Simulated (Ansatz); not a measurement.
Ge2H2⁺, relaxed as a doublet with UKS r2SCAN-D4/def2-TZVP in Ansatz, starting from the r2SCAN-D4/def2-TZVP geometry of the neutral singlet. Force threshold 0.02 eV/Å.

The structure comes from a short search, and lower isomers may exist.

Start:

```xyz
4

Ge    0.168   -1.233    0.001
Ge    0.609    1.078   -0.117
H    -0.545    0.055   -0.962
H    -0.232    0.099    1.077
```

Question: Estimate the energy that the relaxation releases and the steps that it takes.

Answer: 2.6 kJ/mol, in 4 steps; 12 s on 4 threads of Arm Neoverse V2 on a shared host. No frequencies were taken in this run, so the end may be a saddle point.

Question: Does the start keep its bonding and symmetry?

Answer: By distances, no bond broke or formed. The bond that changes most is Ge1–Ge2, from 2.36 to 2.45 Å (atoms count from 1). Point group C2v at the start, C2v at the end, both within 0.05 Å.

Question: Predict the relaxed structure.

Answer: 
```xyz
4

Ge    0.135   -1.272    0.007
Ge    0.594    1.127   -0.115
H    -0.522    0.050   -0.971
H    -0.207    0.095    1.080
```
Bond lengths: 1 × Ge–Ge 2.45 Å; 4 × Ge–H 1.77 Å.
